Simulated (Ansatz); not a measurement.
`N[SiH2][GeH3]` → GeH₄ + `N[SiH]` at 298.15 K and 1 bar (silylene formation by 1,1-elimination).

Program: Ansatz. Geometries: PBE0-D4/def2-TZVP. ΔE: electronic, gas phase. CCSD(T)/CBS is the MP2 limit (def2-TZVPP, def2-QZVPP) plus CCSD(T) − MP2 in def2-TZVPP, frozen cores. This one scheme is used for every species. For Ge outer-core shells are correlated without core-valence functions, which leaves a few kJ/mol of doubt a bond. Scalar relativity is left out up to krypton. One conformer a species, not always the lowest.

```csv
species,CCSD(T)/CBS energy (Eh),H − E (kJ/mol),S (J/(mol·K))
`N[SiH2][GeH3]`,-2424.12162,193.9,339.7
GeH₄,-2078.49493,88.5,217.3
`N[SiH]`,-345.56329,99.2,245.4
```

H − E and S are ideal-gas, rigid-rotor, harmonic terms from PBE0-D4/def2-TZVP, for one conformer and one mirror image of each species. 1 Eh = 2625.50 kJ/mol, R = 8.31446 J/(mol·K).

Problem. By hand: ΔE, ΔH, ΔS and ΔG.

Solution. ΔE = (-2078.49493) + (-345.56329) − (-2424.12162) = 0.06340 Eh = 166.5 kJ/mol. Δ(H − E) = 88.5 + 99.2 − 193.9 = -6.2, so ΔH = 160.3 kJ/mol. ΔS = 217.3 + 245.4 − 339.7 = 123.0 J/(mol·K). ΔG = 160.3 − 298.15 × (123.0)/1000 = 123.6 kJ/mol.

Problem. By hand: the equilibrium constant, and the temperature at which ΔG would vanish if ΔH and ΔS stayed fixed.

Solution. log₁₀ K = −ΔG/(RT ln 10) = -21.7. ΔG = 0 at ΔH/ΔS = 1303 K.

The number of gas molecules changes by +1, which sets the sign of ΔS. A doubt of 5 kJ/mol in ΔE shifts log₁₀ K by 0.9 here. Other conformers and mirror images would add mixing entropy, several J/(mol·K) or more a flexible species. These are equilibria of isolated gas molecules and say nothing of rates. Largest T1 diagnostic: 0.015 (customary marks: 0.02 for closed shells, 0.045 for open ones).
